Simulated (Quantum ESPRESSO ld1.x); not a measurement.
The numbers below are computed, except where a source is named.
All-electron atom: Pm5+ in [Kr] 4d10 4f3 5s2 5p5.

Code: ld1.x of Quantum ESPRESSO 7.5. Model: scalar-relativistic Kohn-Sham, LDA (Slater exchange, Perdew-Zunger correlation), spin-polarised, spherical densities, point nucleus; open shells are filled with parallel spins first.

Energy parts (hartree):
| part | energy |
|---|---|
| total | -10007.985 |
| kinetic | 10673.334 |
| electron-nucleus | -24203.826 |
| Hartree | 3741.732 |
| exchange-correlation | -219.225 |

Orbitals (lengths in bohr, moments of r in powers of bohr):
orbital  occ.  eigenvalue (hartree)      <r^2>
1s up       1              -1655.49  0.0007326
1s down     1              -1655.49  0.0007326
2s up       1              -271.328    0.01158
2s down     1              -271.325    0.01158
2p up       3              -242.679   0.009269
2p down     3              -242.675   0.009268
3s up       1              -61.2053    0.07777
3s down     1              -61.1614    0.07771
3p up       3              -52.2095    0.07780
3p down     3              -52.1657    0.07772
3d up       5              -39.8431    0.06580
3d down     5              -39.8082    0.06571
4s up       1              -14.2077     0.3939
4s down     1              -14.1058     0.3939
4p up       3              -11.2385     0.4432
4p down     3              -11.1371     0.4432
4d up       5              -7.03863     0.5342
4d down     5              -6.93769     0.5345
4f up       3              -2.50253     0.8959
4f down     0              -2.40419     0.9134
5s up       1              -3.70634      2.023
5s down     1              -3.62860      2.048
5p up       3              -2.89373      2.543
5p down     2              -2.82619      2.590

The highest occupied level is 4f up at -68.097 eV. For comparison, the ionisation energy in NIST's Atomic Spectra Database is 85 eV (theoretical). In exact Kohn-Sham theory the highest level is minus the ionisation energy, but local and semilocal functionals leave it too shallow, through self-interaction and a potential that decays too fast; potentials with the right tail come closer. Summed over all electrons, <r^2> = 29.72 bohr^2, which gives a Langevin (diamagnetic) susceptibility term of -23.5 x 10^-6 cm^3/mol. The density falls to 0.001 e/bohr^3 at r = 3.06 bohr.
